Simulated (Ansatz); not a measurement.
SiClEt3 (C6H15ClSi) was relaxed with r2SCAN-D4 (def2-SVP) in Ansatz in these states: charge +1 doublet, neutral singlet. The geometries follow in no particular order.

A:

```xyz
23

Si    0.0695    0.0182    0.1967
Cl    0.7847    0.2139    2.1703
C    -1.5146    1.0251    0.0890
C    -1.3508    2.5217    0.3688
H    -2.2396    0.5823    0.7960
H    -1.9434    0.8606   -0.9186
H    -2.3169    3.0505    0.3364
H    -0.9108    2.6908    1.3646
H    -0.6891    3.0040   -0.3690
C    -0.2416   -1.8132   -0.0925
C    -1.2664   -2.4529    0.8484
H     0.7294   -2.3345   -0.0095
H    -0.5534   -1.9318   -1.1485
H    -1.3775   -3.5323    0.6568
H    -0.9657   -2.3295    1.9010
H    -2.2634   -1.9966    0.7360
C     1.4092    0.6918   -0.9373
C     2.7569   -0.0296   -0.8479
H     1.5352    1.7647   -0.7038
H     1.0149    0.6570   -1.9715
H     3.5118    0.4346   -1.5026
H     3.1482   -0.0069    0.1817
H     2.6733   -1.0879   -1.1442
```

B:

```xyz
23

Si    0.188   -0.055    0.357
Cl    0.275    0.412    2.347
C    -1.454    1.069   -0.329
C    -1.246    2.532   -0.232
H    -2.155    0.611    0.390
H    -1.511    0.632   -1.339
H    -2.206    3.008   -0.542
H    -1.053    2.880    0.794
H    -0.485    2.916   -0.926
C    -0.349   -1.813    0.071
C    -1.621   -2.283    0.774
H     0.527   -2.393    0.431
H    -0.392   -1.974   -1.022
H    -1.757   -3.366    0.630
H    -1.581   -2.096    1.858
H    -2.520   -1.794    0.366
C     1.629    0.658   -0.599
C     2.889   -0.177   -0.310
H     1.764    1.709   -0.293
H     1.377    0.653   -1.674
H     3.737    0.268   -0.857
H     3.151   -0.179    0.759
H     2.793   -1.219   -0.653
```

**Question.** Judge from the bond lengths which geometry belongs to which state (an estimate).

**Answer.** A is the neutral singlet (Si1–C3 1.880 Å, Si1–Cl2 2.108 Å, C3–C4 1.531 Å); B is the charge +1 doublet (Si1–C3 2.105 Å, Si1–Cl2 2.046 Å, C3–C4 1.480 Å).
